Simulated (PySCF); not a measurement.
C2H9AlN, SMILES [CH3][Al+]([CH3])<-[NH3] (connectivity only; charge and spin as stated), charge +1, multiplicity 1.

Geometry: r2SCAN-D4/def2-SVP. The multiplicity is an assumed one; no other spin state was optimised. The isomer is the one that the SMILES or the coordinates give; other isomers of the formula were not compared.

Computed with r2SCAN-D4/def2-SVP (PySCF 2.14.0).

Frequencies are harmonic and unscaled.

**Question.** List the normal modes with their intensities. (Estimate from the structure and the level; the computed values follow.)

**Answer.** 
| mode | ν (cm⁻¹) | IR (km/mol) | Raman (Å⁴/amu) | depolarisation | moving atoms (share of kinetic energy) |
|---|---|---|---|---|---|
| 1 | 21 | 0.2 | 0.0 | – | H 98 % |
| 2 | 50 | 0.0 | 0.0 | – | H 98 % |
| 3 | 61 | 0.1 | 0.1 | 0.75 | H 95 % |
| 4 | 159 | 10.8 | 1.9 | 0.75 | C 37 %, H 36 %, Al 18 %, N 9 % |
| 5 | 161 | 0.8 | 1.9 | 0.75 | H 34 %, N 28 %, C 26 %, Al 12 % |
| 6 | 165 | 1.7 | 0.2 | 0.74 | Al 50 %, H 34 %, C 13 % |
| 7 | 451 | 11.4 | 9.2 | 0.07 | N 51 %, Al 20 %, H 16 %, C 13 % |
| 8 | 552 | 0.0 | 4.5 | 0.75 | H 85 %, C 15 % |
| 9 | 581 | 1.0 | 2.1 | 0.44 | H 84 %, C 12 % |
| 10 | 585 | 4.1 | 20.0 | 0.15 | C 59 %, H 27 %, Al 12 % |
| 11 | 605 | 0.7 | 0.1 | 0.48 | H 86 %, N 8 % |
| 12 | 703 | 7.3 | 2.2 | 0.75 | H 58 %, C 24 %, Al 10 %, N 9 % |
| 13 | 727 | 161.5 | 0.6 | 0.06 | H 66 %, C 20 %, Al 12 % |
| 14 | 730 | 150.2 | 0.4 | 0.13 | H 68 %, C 18 %, Al 11 % |
| 15 | 808 | 166.2 | 0.1 | 0.73 | Al 41 %, H 34 %, C 20 % |
| 16 | 1225 | 19.7 | 5.8 | 0.01 | H 81 %, C 19 % |
| 17 | 1225 | 46.9 | 1.9 | 0.02 | H 80 %, C 20 % |
| 18 | 1333 | 188.3 | 1.5 | 0.59 | H 84 %, N 16 % |
| 19 | 1399 | 0.3 | 8.4 | 0.75 | H 96 % |
| 20 | 1408 | 0.1 | 0.9 | 0.75 | H 95 % |
| 21 | 1409 | 4.5 | 7.9 | 0.70 | H 96 % |
| 22 | 1416 | 10.9 | 11.6 | 0.75 | H 96 % |
| 23 | 1625 | 27.7 | 5.7 | 0.75 | H 96 % |
| 24 | 1625 | 35.9 | 4.7 | 0.74 | H 95 % |
| 25 | 3025 | 5.4 | 9.9 | 0.02 | H 97 % |
| 26 | 3026 | 2.5 | 291.8 | 0.00 | H 97 % |
| 27 | 3118 | 0.4 | 149.0 | 0.75 | H 91 %, C 9 % |
| 28 | 3118 | 1.7 | 45.5 | 0.74 | H 91 %, C 9 % |
| 29 | 3142 | 1.4 | 65.4 | 0.74 | H 91 %, C 9 % |
| 30 | 3143 | 3.3 | 120.8 | 0.74 | H 91 %, C 9 % |
| 31 | 3413 | 63.5 | 90.0 | 0.00 | H 97 % |
| 32 | 3510 | 100.4 | 36.3 | 0.73 | H 92 % |
| 33 | 3523 | 92.3 | 48.4 | 0.75 | H 92 %, N 8 % |
